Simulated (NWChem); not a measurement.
System: cyclooctane (C₈H₁₆); SMILES C1CCCCCCC1

Here is an NWChem input.

```
start job
memory heap 200 mb stack 900 mb global 1100 mb
geometry units angstroms noautoz
  C     -1.656295    -0.471349     0.603840
  C     -0.744390     0.188180     1.643433
  C      0.744390    -0.188180     1.643433
  C      1.656295     0.471349     0.603840
  C      1.811228    -0.217174    -0.753562
  C      0.528321    -0.557307    -1.515834
  C     -0.528321     0.557307    -1.515834
  C     -1.811228     0.217174    -0.753562
  H     -2.668884    -0.553719     1.033273
  H     -1.326920    -1.515875     0.461829
  H     -1.135382    -0.084197     2.637912
  H     -0.842012     1.288476     1.586673
  H      1.135382     0.084197     2.637912
  H      0.842012    -1.288476     1.586673
  H      2.668884     0.553719     1.033273
  H      1.326920     1.515875     0.461829
  H      2.395773    -1.144494    -0.620006
  H      2.439737     0.437226    -1.383540
  H      0.805315    -0.823512    -2.548595
  H      0.090542    -1.478107    -1.096434
  H     -0.090542     1.478107    -1.096434
  H     -0.805315     0.823512    -2.548595
  H     -2.439737    -0.437226    -1.383540
  H     -2.395773     1.144494    -0.620006
end
basis spherical
  C library def2-svp
  H library def2-svp
end
dft
  xc m05-2x
  iterations 150
  semidirect filesize 400000000
  mulliken
end
task dft energy
```

Coordinates come from a PBE0/def2-SVP optimisation. No frequency run checked for a minimum.

Q: What results follow from this input? (M05-2X/def2-SVP.) Quantities: energy (Ha); highest occupied level (eV); orbital gap (eV); dipole (D).

A: 
```
Property                       Value
---------------------------  -------
energy (Ha)                  -314.19
highest occupied level (eV)    -9.61
orbital gap (eV)               12.20
dipole (D)                      0.07
```
